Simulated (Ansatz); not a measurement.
## Abstraction of Cl: C2H3ClO + CBrCl2 → C2H3O + CBrCl3

Species: C2H3ClO (acetyl chloride) `CC(=O)Cl`, singlet; CBrCl2 `Cl[C](Cl)Br`, doublet; C2H3O `C[C]=O`, doublet; CBrCl3 (bromotrichloromethane) `ClC(Cl)(Cl)Br`, singlet. A radical takes Cl: the energy is the difference in strength between two C–Cl bonds in different surroundings.

Shapes, held fixed at every level: PBE0-D4/def2-TZVP. Programs: Ansatz 0.2.0. The zero-point and thermal change to 298 K, harmonic and unscaled (PBE0-D4/def2-TZVP), is -3.6 kJ/mol.

```
               level                   kind  ΔH(298 K) (kJ/mol)  less CCSD(T)/def2-TZVPP
      MP2/def2-TZVPP    perturbation theory               +58.4                     -9.8
       HF/def2-TZVPP           Hartree–Fock               +88.7                    +20.5
    SPW92/def2-TZVPP                    LDA               +87.5                    +19.3
   PBE-D4/def2-TZVPP                    GGA               +83.9                    +15.7
r2SCAN-D4/def2-TZVPP               meta-GGA               +91.2                    +23.0
   B2PLYP/def2-TZVPP          double hybrid               +75.5                     +7.3
       CCSD/def2-SVP  coupled cluster or CI               +71.6                     +3.4
  CCSD(T)/def2-TZVPP  coupled cluster or CI               +68.2                      0.0
```

The highest level, CCSD(T)/def2-TZVPP, gives ΔH(298 K) = +68.2 kJ/mol; the levels span +58.4 to +91.2. The column of differences is taken from that level and isn't an error. No measured value is set beside it here. Open shells run unrestricted. Relativity is left out for Br. Outer-core shells of Br are correlated in most correlated rows, in sets that cover them unevenly.
